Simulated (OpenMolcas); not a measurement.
## What dynamic correlation does to the levels of S2+

- Program: OpenMolcas 26.06
- Basis: ANO-RCC [8s7p5d4f2g]
- Scalar Hamiltonian: DKH2, point nucleus
- Active space: 4 electrons in 9 orbitals (RAS2 3s 3p; RAS3 3d, at most 2 electrons)
- State averaging: 2S+1 = 3 even, 6 roots; 2S+1 = 1 even, 12 roots; 2S+1 = 5 odd, 1 root; 2S+1 = 3 odd, 8 roots; 2S+1 = 1 odd, 8 roots
- Spin-orbit coupling: state interaction with AMFI integrals over the reference wave functions, term energies averaged over their components

Methods on the same reference wave functions:
A. RASSCF
B. SS-RASPT2, IPEA 0.25 Eh, imaginary shift 0.1 Eh (closed shells correlated: 2s 2p)
C. MS-RASPT2, IPEA 0.25 Eh, imaginary shift 0.1 Eh (closed shells correlated: 2s 2p)
D. XMS-RASPT2, IPEA 0.25 Eh, imaginary shift 0.1 Eh (closed shells correlated: 2s 2p)

Energies in cm-1 above 3s2 3p2 3P0, the measured ground level; measured values from NIST levels in Podobedova, Kelleher and Wiese, J. Phys. Chem. Ref. Data 38, 171 (2009).

```
       Level      A      B      C      D  Measured
 3s2 3p2 3P0    0.0    0.0    0.0    0.0       0.0
 3s2 3p2 3P1    261    263    265    264       299
 3s2 3p2 3P2    742    742    746    745       833
 3s2 3p2 1D2  13497  11280  11270  11200     11323
 3s2 3p2 1S0  30415  27250  27080  27600     27161
3s 3p3 5S* 2  53479  58040  58080  58410     58672
3s 3p3 3D* 1  82951  83870  83910  84230     84019
3s 3p3 3D* 2  82967  83890  83930  84250     84047
3s 3p3 3D* 3  83005  83930  83970  84280     84099
3s 3p3 3P* 2  99015  98650  98690  99030     98745
3s 3p3 3P* 1  99046  98680  98720  99060     98766
3s 3p3 3P* 0  99055  98690  98730  99070     98772
```

Deviations, from unrounded energies. A percentage is the sum of absolute deviations over the sum of measured energies, with the sign that they share, or ± where signs differ.

```tsv
Against measurement	Levels	A	B	C	D
mean absolute deviation (cm-1)	11	1300	150	120	220
fine structure of the ground term (%)	2	-11.4	-11.2	-10.7	-10.8
other terms of the ground configuration (%)	2	+14.1	±0.3	-0.3	±1.5
other configurations (%)	7	±1.5	-0.2	-0.2	±0.3
```

C lies closest to measurement on these levels and A furthest from it. The largest miss of C in the table is 3s 3p3 5S* 2, by -590 cm-1. The ranking rests on the paired levels alone, and a cruder setting can come out closer through cancelling errors.

Among B to D the level of the table that moves most is 3s2 3p2 1S0, by 520 cm-1 (lowest in C, highest in D). Moves below CASPT2's spread within the term are not significant.

The two smallest mean deviations differ by little beside CASPT2's spread within terms, so their order carries little weight.

From A to B the spin-free energies of the other terms of 3s2 3p2 shown, above 3P, scale by factors of 0.83 to 0.89.

The lowest spin-free term lies below A's lowest term by 0.184 hartree in B, 0.184 hartree in C, 0.185 hartree in D.

CASPT2 does not keep the components of a term degenerate, so their means are used; among the terms shown or strongly mixed into the levels shown the widest spread is 90 cm-1 (3s2 3p2 1D, D). The run also gave levels led by 3s 3p2 3d, 3s2 3p 3d, which use shells meant for correlation; these and all levels above them are left out. Some terms mix strongly with configurations of 3d, whose occupation reaches 0.22 (3s 3p3 3D*, 3s 3p3 3P*). Measured partners are found by configuration, term and J. A level has none where our copy of the source lacks it or the pairing is in doubt (some pairs that miss far off the trend of their configuration count as doubtful), and it then counts in no deviation. Levels of configurations outside the active space are missing. The table leaves out levels that lie high or whose names do not pair safely across all columns.

* marks odd parity.
